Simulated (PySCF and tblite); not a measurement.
The numbers below are computed, except where a source is named.
# Rotation: stationary points, barriers and rates

System: C5H8OS, numbered as in [CH3:1][S:2]/[C:3]([CH3:4])=[CH:5]/[CH:6]=[O:7].

Motion: rotation about the C3–S2 bond (torsion C4–C3–S2–C1 from -180° to 0°, rising). Geometries: GFN2-xTB; energies: PBE0/pcSseg-1 + D3(BJ); zero-point and thermal terms from GFN2-xTB harmonic modes (soft modes blended into free rotors). Rate constants are transition-state-theory values, counting equivalent paths, without tunnelling. Run with tblite and PySCF.

| point | symmetry | E(GFN2) kcal/mol | E(DFT) kcal/mol | ZPE change kcal/mol | lowest mode cm⁻¹ | dipole D |
| --- | --- | --- | --- | --- | --- | --- |
| start | Cs | 0.0 | 0.0 | 0.00 | 72 | 3.66 |
| saddle | C1 | 6.7 | 6.2 | -0.58 | 68i | 3.79 |
| end | Cs | 2.3 | 2.7 | -0.13 | 42 | 6.04 |

```json
{
 "Electronic barrier": "6.2 kcal/mol",
 "Barrier with zero-point energy": "5.7 kcal/mol",
 "ΔH‡ (298 K)": "5.4 kcal/mol",
 "ΔS‡ (298 K, symmetry apart)": "-1.4 cal/(mol K)",
 "Paths": "2 equivalent paths",
 "End point": "a different minimum",
 "Mean lifetime of the start against this motion at 298 K": "1.5 ns",
 "Cost": "77 s on 1 thread of Arm Neoverse V1, shared host (rough), peak memory 0.83 GiB, launched as `OMP_NUM_THREADS=1 python ens_run.py task.json out`"
}
```

| T/K | ΔG‡ kcal/mol | k s⁻¹ | ΔG kcal/mol | k back s⁻¹ |
| --- | --- | --- | --- | --- |
| 150 | 5.7 | 3.6×10⁴ | 2.6 | 2.4×10⁸ |
| 200 | 5.7 | 5.1×10⁶ | 2.6 | 3.8×10⁹ |
| 250 | 5.7 | 1×10⁸ | 2.6 | 2×10¹⁰ |
| 298 | 5.8 | 6.8×10⁸ | 2.6 | 6×10¹⁰ |
| 350 | 5.9 | 3×10⁹ | 2.7 | 1.4×10¹¹ |
| 400 | 6.0 | 8.8×10⁹ | 2.7 | 2.5×10¹¹ |
| 500 | 6.2 | 4×10¹⁰ | 2.7 | 5.9×10¹¹ |

ΔG and ΔG‡ leave out symmetry numbers and mirror images; rates count paths: 2 out, 2 back.
